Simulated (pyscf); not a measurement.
HO–P(OH)–O–SiH₃, singlet

Gas-phase minimum from PySCF at ωB97X-D3(BJ)/def2-SVP, one conformer. 

```xyz
10

O      1.0879    -0.0249    -1.1178
P      1.0345     1.5843    -0.7521
O      1.5381     1.3810     0.8202
O     -0.5800     1.7873    -0.5308
Si    -1.7534     0.6493    -0.1343
H      1.2199    -0.5605    -0.3205
H      1.9224     2.1889     1.1825
H     -2.2145    -0.0677    -1.3524
H     -2.8865     1.3962     0.4703
H     -1.2234    -0.3343     0.8525
```
Charge 0, spin multiplicity 1.

Bond lengths (Å): O1–P2 1.651, O1–H6 0.970, P2–O3 1.663, P2–O4 1.642, O3–H7 0.965, O4–Si5 1.682, Si5–H8 1.487, Si5–H9 1.486, Si5–H10 1.491. Bond angles (°): P2–O1–H6 111.1, O1–P2–O3 94.6, O1–P2–O4 100.5, O3–P2–O4 100.7, P2–O3–H7 111.9, P2–O4–Si5 129.3, O4–Si5–H8 110.5, O4–Si5–H9 106.7, O4–Si5–H10 110.8, H8–Si5–H9 109.8, H8–Si5–H10 109.5, H9–Si5–H10 109.5.

Properties at ωB97X-D3(BJ)/def2-SVP:

```yaml
harmonic_wavenumbers_unscaled: 58, 109, 148, 193, 271, 365, 395, 469, 655, 732, 758, 822, 843, 954, 971, 975, 988, 1024, 1043, 2263, 2285, 2291, 3827, 3898 cm⁻¹
zero_point_energy: 37.7 kcal/mol
rotational_symmetry_number: 1
Entropy of this conformer at 298 K and 1 atm, rigid rotor and harmonic oscillator, modes under 100 cm⁻¹ raised to 100: 355.5 J/(mol K)
dipole_moment: 1.88 D
```

Single-point totals, which compare only within one level:

| level | total energy (hartree) |
|---|---|
| ωB97X-D3(BJ)/def2-TZVP | -859.83906 |
| PBE/def2-TZVP | -859.20857 |
| r²SCAN/def2-TZVP | -859.59777 |
| B3LYP-D3(BJ)/def2-TZVP | -859.81732 |
| PBE0-D3(BJ)/def2-TZVP | -859.27122 |
| M06-2X/def2-TZVP | -859.63684 |
| ωB97M-D3(BJ)/def2-TZVP | -859.90029 |

Soft torsions are taken as harmonic, which can shift the entropy by several J/(mol K).
